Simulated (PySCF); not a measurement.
**Relaxation of triplet WOI2**

Level of theory: UPBE0 in PySCF with W def2-SVP with ECP60, O def2-SVP, I def2-SVP with ECP28; scalar-relativistic core potentials, no spin–orbit coupling; density-fitted integrals. A (50,194) grid was used.

A hand-made trigonal planar start, of C2v symmetry, held to at least that symmetry:

Coordinates in bohr (charge 0 multiplicity 3):
```
W    -0.6546   -1.1337    0.0000
O    -2.3270   -4.0304    0.0000
I     4.4477   -1.1337    0.0000
I    -3.2056    3.2851    0.0000
```

Question: What does it relax to?

Answer: It ends at C2v with W–I 2.631 Å (×2), W–O 1.675 Å; I–W–I 125.3°, I–W–O 117.4° (×2). The frequency run here used a shortcut that can spoil soft modes, so no verdict on minimum or saddle point is given.

Question: How much energy is released, and in how many steps?

Answer: 29.5 kJ/mol in 7 steps.

Other spin states or occupations of the open shell can lie lower. With an element this heavy the missing spin–orbit coupling can shift these numbers.

The relaxation took of the order of 4 core-minutes on a shared host.
